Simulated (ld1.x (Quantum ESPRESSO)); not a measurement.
**Before and after: ultrasoft potential for Fe**

```
Element                 : iron (Fe)
Generator               : ld1.x (Quantum ESPRESSO) 7.5
Type                    : ultrasoft
Functional              : LDA (PZ)
Relativity              : scalar-relativistic
Frozen core             : [Ne]
Valence charge          : 16
Reference configuration : 3s2 3p6 3d6 4s2 4p0
Partial waves           : 3s (bound): rcut 1.10, rcutus 1.30 bohr; 4s (bound): rcut 1.10, rcutus 1.30 bohr; 3p (bound): rcut 1.25, rcutus 1.35 bohr; 4p (bound, empty): rcut 1.25, rcutus 1.35 bohr; 3d (bound): rcut 1.00, rcutus 1.35 bohr; 3d channel at 3.1 Ry: rcut 1.00, rcutus 1.35 bohr
Local potential         : all-electron potential smoothed inside 1.15 bohr (lloc = -2)
Core correction         : Bessel-smoothed model core inside 0.60 bohr
Augmentation charge     : PSQ, inside the norm-conserving radii
```

Change: all radii but the core radius scaled by about 1.30 (s 1.70, p 1.76, d 1.76 bohr, rcut 1.44/1.64/1.30); local potential all-electron potential smoothed inside 1.50 bohr (lloc = -2).

Cutoffs: the cutoffs (Ry, on a coarse ladder) from which the occupation-weighted sum of valence levels, in a spherical-Bessel basis at the reference potential, stays within 10 and 1 mRy of its value at 400 Ry; they do not see the model core or the augmentation charge, which bear on the density cutoff. Errors are all-electron minus pseudo energies relative to the spin-unpolarised reference configuration.

Q: What does the change do?

A: The potential gets softer (70 Ry and 110 Ry → 35 Ry and 60 Ry); the number of tests that count goes from 9 to 1 (the test run of the changed file stopped, so its transferability is not established); neither file shows a bound ghost at the reference potential, the only one tested. A larger radius leaves more room for a smooth pseudo-wave, so fewer plane waves are needed.

| quantity | base | changed |
| --- | --- | --- |
| cutoff, loose | 70 Ry | 35 Ry |
| cutoff, tight | 110 Ry | 60 Ry |
| loose cutoff by channel (10 mRy a level) | s 35 Ry, p 40 Ry, d 50 Ry | s 30 Ry, p 21 Ry, d 30 Ry |
| bound ghosts | none | none |
| tests counted (converged, no solver errors) | 9 of 9 | 1 of 9 (the test run stopped) |
| error for 3s2 3p6 3d6 4s1 4p0, meV [ΔE 8.98 eV] | -0.1 | -0.9 |
| lowest overlap eigenvalue by channel | s 0.12, p 0.15, d 0.35 | s 0.10, p 0.08, d 0.88 |

Changed file: Tests not counted: 3s2 3p6 3d6 4s0 4p0 (pseudo-atom not self-consistent, printed error -310 eV); 3s2 3p6 3d5 4s0 4p0 (pseudo-atom not self-consistent, printed error -25.8 eV).
